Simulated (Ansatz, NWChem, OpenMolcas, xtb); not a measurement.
## Ligand exchange: HBr + HCl → H2 + BrCl

Species: HBr (hydrogen bromide), singlet; HCl (hydrogen chloride), singlet; H2 (hydrogen), singlet; BrCl (bromine chloride), singlet. The partners trade Br for H: H–Br and Cl–H bonds give way to H–H and Cl–Br.

Shapes, held fixed at every level: PBE0-D4/def2-TZVP; BrCl at the measured bond length. Programs: Ansatz 0.2.0, NWChem 7.3.0, OpenMolcas 26.06, xtb 6.7.1, xtb 6.7.1 later snapshot. A level may come from different programs for different species; with the same settings they agree closely. Electronic energies: no zero-point or thermal term.

```json
{"level": "GFN2-xTB", "kind": "semi-empirical", "ΔE (kJ/mol)": "+82.0"}
{"level": "HF/STO-3G", "kind": "Hartree–Fock", "ΔE (kJ/mol)": "+53.8"}
{"level": "HF/3-21G", "kind": "Hartree–Fock", "ΔE (kJ/mol)": "+156.4"}
{"level": "HF/def2-SVP", "kind": "Hartree–Fock", "ΔE (kJ/mol)": "+189.1"}
{"level": "B3LYP/6-31G* (spherical functions)", "kind": "global hybrid", "ΔE (kJ/mol)": "+130.4"}
{"level": "PBE0/def2-SVP", "kind": "global hybrid", "ΔE (kJ/mol)": "+164.6"}
```

PBE0/def2-SVP gives ΔE = +164.6 kJ/mol; the levels span +53.8 to +189.1. GFN2-xTB strays far from the other rows. The median of the levels is +143.4. No measured value is set beside it here. Relativity is left out for Br. Rows in sets without polarisation functions are far from converged.
